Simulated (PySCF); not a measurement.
## Pb: excitation energy

Pb [Xe] 4f14 5d10 6s2 6p2 (3P) → Pb [Xe] 4f14 5d10 6s1 6p3, s spin flipped, as a difference of total energies. Calculation: PySCF 2.14, in x2c-TZVPPall with one added diffuse shell each of s, p, d, f type (12s8p7d4f, 99 functions); scalar relativity by spin-free X2C-1e. Correlated levels: valence and next inner shell: [Kr] 4d10 4f14 frozen. The calculations carry no spin-orbit coupling.

```
                                method  excitation energy (cm⁻¹)
                                   UHF                     80031
    MP2 (valence and next inner shell)                     71693
SCS-MP2 (valence and next inner shell)                     71406
```

Spin-orbit coupling is strong in these open shells (close to jj coupling). The scalar numbers leave it out and a first-order estimate fails, so it can dominate the gap to the real levels.

The upper determinant mixes two multiplicities, so it lies between the two terms.

The upper state lies above the first ionisation limit, where it may autoionise and the basis confines it.

The coupled-cluster amplitudes are large for the upper state (T1 above 0.03 or a double amplitude above 0.15), so a single reference is strained.
